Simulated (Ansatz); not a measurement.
`BN[SiH]1CN1` + `C=CCO` → `O[SiH]1CN1` + `BNCC=C`  (formal exchange of groups at the Si–N bond)

Isolated molecules relaxed with PBE0-D4/def2-TZVP in Ansatz; ΔE leaves out vibrations. CCSD(T)/CBS is the MP2 limit (def2-TZVPP, def2-QZVPP) plus CCSD(T) − MP2 in def2-TZVPP, frozen cores. DFT in def2-TZVPP. One conformer a species, not always the lowest.

```tsv
level	ΔE (eV)
ωB97X-V	-0.73
B2PLYP	-0.76
HF/def2-TZVPP	-0.71
HF/def2-QZVPP	-0.71
MP2/def2-QZVPP	-0.80
SCS-MP2/def2-QZVPP	-0.78
MP2/CBS(def2)	-0.80
CCSD/CBS(def2)	-0.76
```

**Question.** What does CCSD(T)/CBS give? (An estimate is asked.)

**Answer.** The calculation gave: -0.76 eV. The listed levels differ from it by 0.03, 0.00, 0.05, 0.05, -0.04, -0.02, -0.04, 0.00 eV.

Largest T1 diagnostic among the species: 0.013.

In def2-TZVPP, CCSD(T) changes the Hartree–Fock value by −0.04 eV (the triples alone add −0.00 eV) and MP2 by −0.08 eV.
